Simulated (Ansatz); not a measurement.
Compare A (`[CH3][Al]([OH])[SiH2]F`) with its isomer B (`C[O][Al]([F])[SiH3]`).

Program: Ansatz. Geometries: PBE0-D4/def2-TZVP. ΔE: electronic, gas phase. CBS: MP2 limit from def2 TZ/QZ plus the TZ coupled-cluster correction, frozen cores. Functionals use def2-TZVPP. B3LYP here is the variant with VWN-RPA as its local correlation; programs differ in this. One conformer a species, not always the lowest.

(1) Which is lower in electronic energy at CCSD(T)/CBS, and by how much? (Best estimate.)

(2) Give E(B) − E(A) in kJ/mol with PBE-D4, r2SCAN-D4, HF/def2-TZVPP, CCSD(T)/def2-SVP, MP2/def2-TZVPP, B3LYP, CCSD(T)/def2-TZVPP. (Best estimate.)

(3) Does the order hold for the free energy at 298.15 K (harmonic terms from PBE0-D4)? (Best estimate.)

Largest T1 diagnostic: 0.013.

Answers

(1) Ansatz gave: A, by 30.4 kJ/mol.

(2) Ansatz gave: PBE-D4 27.9, r2SCAN-D4 28.9, HF/def2-TZVPP 17.7, CCSD(T)/def2-SVP -9.8, MP2/def2-TZVPP 31.8, B3LYP 24.3, CCSD(T)/def2-TZVPP 25.6. The order is the other way round with CCSD(T)/def2-SVP.

(3) Computed: Yes: G(B) − G(A) = +30.0 kJ/mol, for one conformer each. Modes under 60 cm⁻¹, often nearly free rotors, make the harmonic entropy too high.

In def2-TZVPP, CCSD(T) changes the Hartree–Fock value by +7.9 kJ/mol (the triples alone add +0.8 kJ/mol) and MP2 by +14.1 kJ/mol. At CCSD(T), def2-SVP lies −40.2 kJ/mol from the extrapolated value and def2-TZVPP −4.8 kJ/mol.
